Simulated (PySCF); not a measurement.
Static polarisabilities and like-pair C6 coefficients by linear response at CAM-B3LYP/def2-SVPD (PySCF, frozen core in the response, non-relativistic, gas phase), PBE0-D3(BJ)/def2-SVP geometries, one conformer each; atomic units unless stated. Spin–orbit coupling is left out although an atom past zinc is present.

| label | species | α | C6 |
| --- | --- | --- | --- |
| P | `C[SiH2][O][GeH3]` | 72.8 | 1958 |
| Q | `CCCB(C)P` | 92.7 | 3265 |
| R | `[H][H]` | 5.4 | 11.7 |
| S | `CB(P)C(C)C` | 91.4 | 3205 |
| T | `[SiH2](O)[CH2][GeH3]` | 74.7 | 2022 |

Problem. Estimate the unlike-pair coefficients by the rule C6(AB) = 2·C6(AA)·C6(BB) / [C6(AA)·αB/αA + C6(BB)·αA/αB], and compare with the geometric mean, for PQ, PS, PT, QS, QT, RS, RT and ST.

Solution. 
```csv
pair,combination rule,geometric mean,ratio
PQ,2528,2529,1.000
PS,2505,2506,1.000
PT,1990,1990,1.000
QS,3235,3235,1.000
QT,2569,2570,1.000
RS,193.6,193.7,1.000
RT,153.6,153.8,0.999
ST,2545,2546,1.000
```

The rule is exact for one-pole polarisabilities and never exceeds the geometric mean; the two meet where both partners have the same effective excitation energy. These unlike-pair values are estimates, not computed integrals.
